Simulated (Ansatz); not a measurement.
Mulliken charges of ClF$_{2}$Y (`[F][Y]([F])[Cl]`) from B3LYP/def2-TZVPP in Ansatz (PBE0-D4/def2-TZVP geometry).

```tsv
atom	x (Å)	y (Å)	z (Å)	charge (e)
F1	-1.318	-0.876	1.274	-0.471
Y2	0.041	-0.080	0.070	1.296
F3	1.938	-0.555	0.389	-0.471
Cl4	-0.605	1.451	-1.753	-0.354
```

Question: By hand: the dipole of these point charges (1 e Å = 4.8032 D).

Answer: Σ q r = (-0.025, 0.057, -0.072) e Å, of length 0.095 e Å = 0.46 D.

Question: How does the dipole of the full density compare? (Best estimate.)

Answer: Ansatz gave: (0.034, -0.085, 0.095) e Å, 0.63 D; the point charges give 0.73 times that, at 177° from its direction, so they point the opposite way.

Point charges leave out the atoms' own dipoles, such as those of lone pairs, and Mulliken's split depends on the basis, so the two needn't agree.

B3LYP here is the variant with VWN-RPA as its local correlation; programs differ in this.
